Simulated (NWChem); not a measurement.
Program: NWChem. System: HIn, charge 0, spin multiplicity 1, at the geometry of a parent with another charge or spin, in a state set for the comparison that need not be this species' ground state. Level: PBE/x2c-SVPall-2c, spin-orbit ZORA.

Input file:

```
start mol
memory heap 200 mb stack 900 mb global 1100 mb
geometry units angstroms nocenter noautoz noautosym
  In     0.000000     0.000000     0.038213
  H      0.000000     0.000000    -1.872459
end
basis spherical
  * library x2c-svpall-2c
end
relativistic
  zora on
end
dft
  xc xpbe96 cpbe96
  semidirect memsize 60000000 filesize 0
  iterations 100
  grid fine
end
task sodft energy
```

NWChem printed:

```
             Northwest Computational Chemistry Package (NWChem) 7.3.0
             --------------------------------------------------------

                                NWChem Input Module
                                -------------------

 Scaling coordinates for geometry "geometry" by  1.889725989
 (inverse scale =  0.529177249)

                             Geometry "geometry" -> ""
                             -------------------------

 Output coordinates in angstroms (scale by  1.889725989 to convert to a.u.)

  No.       Tag          Charge          X              Y              Z
 ---- ---------------- ---------- -------------- -------------- --------------
    1 In                  49.0000     0.00000000     0.00000000     0.03821300
    2 H                    1.0000     0.00000000     0.00000000    -1.87245900

 Effective nuclear repulsion energy (a.u.)      13.5709767040

            Nuclear Dipole moment (a.u.)
            ----------------------------
        X                 Y               Z
 ---------------- ---------------- ----------------
     0.0000000000     0.0000000000    -0.0000415740


 Summary of "ao basis" -> "" (spherical)
 ------------------------------------------------------------------------------
       Tag                 Description            Shells   Functions and Types
 ---------------- ------------------------------  ------  ---------------------
 *                       x2c-svpall-2c                on all atoms

  pbe96 is a nonlocal functional; adding pw91lda local functional.

                                 NWChem DFT Module
                                 -----------------

 Summary of "ao basis" -> "ao basis" (spherical)
 ------------------------------------------------------------------------------
       Tag                 Description            Shells   Functions and Types
 ---------------- ------------------------------  ------  ---------------------
 In                      x2c-svpall-2c              18       50   6s8p4d
 H                       x2c-svpall-2c               3        5   2s1p

 Summary of "ao basis" -> "ao basis" (spherical)
[...]
  Bfn.         Coefficient        Function           Bfn.         Coefficient        Function
  ----     -------------------  ------------         ----     -------------------  ------------
    22    -0.503709   0.151388  1 In px                23     0.151387   0.503709  1 In py
    19    -0.265776   0.079878  1 In px                20     0.079878   0.265776  1 In py
    13     0.222408  -0.066844  1 In px                14    -0.066844  -0.222408  1 In py
    10    -0.071721   0.021556  1 In px                11     0.021555   0.071721  1 In py
    67    -0.040860   0.012280  1 In pz               107     0.039761  -0.011950  2 H  s

 Vector   53  Occ=0.000000D+00  E=-8.547717D-02
              MO Center= -9.7D-06, -1.0D-05,  6.6D-04, r^2= 1.0D-01
  Bfn.         Coefficient        Function           Bfn.         Coefficient        Function
  ----     -------------------  ------------         ----     -------------------  ------------
    78    -0.403560   0.352916  1 In py                77    -0.352915  -0.403561  1 In px
    75    -0.181494   0.158717  1 In py                74    -0.158717  -0.181494  1 In px
    69     0.171182  -0.149699  1 In py                68     0.149699   0.171182  1 In px
    23     0.004528   0.123825  1 In py                22     0.123825  -0.004529  1 In px
    65    -0.073686  -0.084260  1 In px                66    -0.084260   0.073686  1 In py

   alpha - beta orbital overlaps
   -----------------------------

   alpha      1      2      3      4      5      6      7      8      9     10
    beta      1      2      3      4      5      5      7      8      9     10
 overlap   1.165  1.500  1.734  1.711  0.893  0.215  1.261  1.261  1.262  1.575

   alpha     11     12     13     14     15     16     17     18     19     20
    beta     11     12     13     14     15      7      8      9     13     14
 overlap   1.575  1.573  1.187  1.187  1.242  0.012  0.012  0.012  0.070  0.070

   alpha     21     22     23     24     25     26     27     28     29     30
    beta     51     13     14     51     13     14     15      7      8      9
 overlap   0.099  0.013  0.013  0.123  0.023  0.023  0.026  0.059  0.059  0.058

   alpha     31     32     33     34     35     36     37     38     39     40
    beta     31     32     33     34     35     36     37     38     39     40
 overlap   1.115  1.115  1.116  1.115  1.115  1.073  1.073  1.078  1.073  1.073

   alpha     41     42     43     44     45     46     47     48     49     50
    beta     36     37     38     39     40     36     37     38     39     40
 overlap   0.045  0.045  0.037  0.045  0.045  0.022  0.022  0.022  0.022  0.022

   alpha     51     52     53     54     55
    beta     51     51     39     37     51
 overlap   0.169  0.134  0.003  0.003  0.005

     --------------------------
     Expectation value of S2:
     --------------------------
      <S2> =      0.0129 (Exact =     0.0000)

     Multipole analysis of the density
     ---------------------------------

     L   x y z        total         alpha         beta         nuclear
     -   - - -        -----         -----         ----         -------
     0   0 0 0     -0.000000    -25.000000    -25.000000     50.000000

     1   1 0 0     -0.000000     -0.000000     -0.000000      0.000000
     1   0 1 0      0.000000      0.000000      0.000000      0.000000
     1   0 0 1      0.348434      0.174238      0.174238     -0.000042

     2   2 0 0    -17.315839     -8.657919     -8.657919      0.000000
     2   1 1 0      0.000000      0.000000      0.000000      0.000000
     2   1 0 1      0.000000      0.000000      0.000000      0.000000
     2   0 2 0    -17.315839     -8.657919     -8.657919      0.000000
     2   0 1 1     -0.000000     -0.000000     -0.000000      0.000000
     2   0 0 2    -24.278797    -18.527415    -18.527415     12.776033

 Task  times  cpu:        8.9s     wall:        8.9s

 Total times  cpu:        8.9s     wall:        8.9s
```
